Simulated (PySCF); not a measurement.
InFI2, SMILES [F][In]([I])[I].

Coordinates come from a PBE0-D3(BJ)/def2-SVP optimisation. The structure was generated by enumeration; whether it is a known compound was not checked. The def2 effective core potentials stand for the cores of I, In; spin–orbit coupling is left out.

Two levels are set side by side: PBE/def2-TZVP (PySCF) and PBE0/def2-TZVP (PySCF). Same geometry, gas phase. Differences are taken from unrounded values.

| quantity | PBE0 | PBE | PBE minus PBE0 |
|---|---|---|---|
| orbital gap (eV) | 4.97 | 3.06 | -1.91 |
| highest occupied level (eV) | -8.14 | -6.99 | 1.15 |
| lowest empty level (eV) | -3.17 | -3.93 | -0.76 |
| dipole moment (D) | 1.88 | 1.80 | -0.09 |
| mean polarisability (bohr³) | 102.2 | 106.9 | 4.7 |

PBE's occupied levels lie high since its potential decays too fast outside the molecule; exact exchange lowers them and widens the gap. PBE's more diffuse valence density responds more strongly to a field. Differences between two approximate levels are no errors against the true value.

Rough cost on one machine, each run with all the roots and properties that it gave: PBE0 against PBE within a factor of 2.
